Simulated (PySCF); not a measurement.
Job file and geometry (Å, from GFN2-xTB) of an NMR shielding run on SMILES C#CC#CB(C)C, C6H7B, GIAO PBE0/pcSseg-1 NMR shielding, non-relativistic, gas phase in PySCF; density fitting, a coarse starting grid and PySCF grid level 2 are the driver's defaults:

```
$ OMP_NUM_THREADS=1 python probes_run.py task.json out

{"job": {"kind": "nmr", "xc": "PBE0", "basis": "pcSseg-1"}, "charge": 0, "multiplicity": 1}
C      4.329454     0.702203    -0.012042
C      3.138596     0.514873    -0.050481
C      1.800389     0.301042    -0.093791
C      0.599022     0.107658    -0.131489
B     -0.878180    -0.150313    -0.170148
C     -1.440453    -1.576830     0.209689
C     -1.850362     1.021801    -0.593747
H      5.364495     0.865510     0.021310
H     -2.137464    -1.498299     1.043599
H     -2.012725    -1.991979    -0.619513
H     -0.675859    -2.300332     0.481962
H     -1.732221     1.878349     0.069669
H     -2.900486     0.740388    -0.590747
H     -1.604884     1.385456    -1.591414
```

Problem. Write the output of this run.

Solution. 
```
coarse grid: 11944 points
cycle   1  E = -257.1308343639  dE =  8.358e-01  |g| = 4.959e-01  |ddm| = 3.688e+00
cycle   2  E = -257.1031207087  dE =  2.771e-02  |g| = 5.765e-01  |ddm| = 9.524e-01
cycle   3  E = -257.1799800235  dE = -7.686e-02  |g| = 2.364e-01  |ddm| = 6.059e-01
cycle   4  E = -257.1959668308  dE = -1.599e-02  |g| = 3.287e-02  |ddm| = 2.018e-01
cycle   5  E = -257.1962199699  dE = -2.531e-04  |g| = 1.162e-02  |ddm| = 3.529e-02
cycle   6  E = -257.1962557804  dE = -3.581e-05  |g| = 3.135e-03  |ddm| = 1.469e-02
cycle   7  E = -257.1962577777  dE = -1.997e-06  |g| = 1.609e-03  |ddm| = 3.628e-03
final grid: 116064 points
cycle   8  E = -257.2375515972  dE = -2.791e-05  |g| = 7.685e-03  |ddm| = 1.119e-01
cycle   9  E = -257.2375349102  dE =  1.669e-05  |g| = 1.111e-02  |ddm| = 1.516e-02
cycle  10  E = -257.2375643024  dE = -2.939e-05  |g| = 3.358e-03  |ddm| = 1.004e-02
cycle  11  E = -257.2375671557  dE = -2.853e-06  |g| = 2.716e-04  |ddm| = 2.582e-03
cycle  12  E = -257.2375671757  dE = -2.005e-08  |g| = 9.305e-05  |ddm| = 3.911e-04
cycle  13  E = -257.2375671771  dE = -1.396e-09  |g| = 6.480e-05  |ddm| = 1.251e-04
cycle  14  E = -257.2375671783  dE = -1.180e-09  |g| = 1.356e-05  |ddm| = 5.845e-05
cycle  15  E = -257.2375671783  dE = -5.991e-11  |g| = 4.586e-06  |ddm| = 1.516e-05
converged SCF energy = -257.2375671783

GIAO shielding tensors (ppm)
atom      isotropic    diamagn.    paramagn.     s11        s22        s33       span
  0 C       92.464     266.160    -173.696     24.441     45.775    207.176    182.735
  1 C      114.299     243.476    -129.177     21.485     25.417    295.995    274.510
  2 C       61.373     249.629    -188.256     10.062     27.040    147.017    136.955
  3 C       96.705     260.536    -163.831    -26.999     -0.548    317.661    344.660
  4 B       26.992     190.295    -163.304    -55.858     12.966    123.867    179.724
  5 C      169.144     252.508     -83.364    141.555    179.209    186.667     45.111
  6 C      169.896     251.834     -81.938    142.145    181.666    185.877     43.732
  7 H       28.863      35.374      -6.511     24.996     25.074     36.518     11.522
  8 H       30.771      29.433       1.338     27.204     29.159     35.949      8.745
  9 H       30.763      29.090       1.673     27.193     29.159     35.938      8.745
 10 H       30.387      30.936      -0.550     26.306     29.985     34.869      8.563
 11 H       30.854      29.927       0.927     26.834     29.609     36.118      9.284
 12 H       30.468      29.474       0.994     26.941     29.865     34.599      7.658
 13 H       30.851      29.593       1.259     26.831     29.599     36.124      9.292
```

Size and cost of the density-fitted run: 154 basis functions, 65 s wall time (56 s CPU) on 1 thread of an Intel Xeon, shared host; peak memory 0.71 GiB.
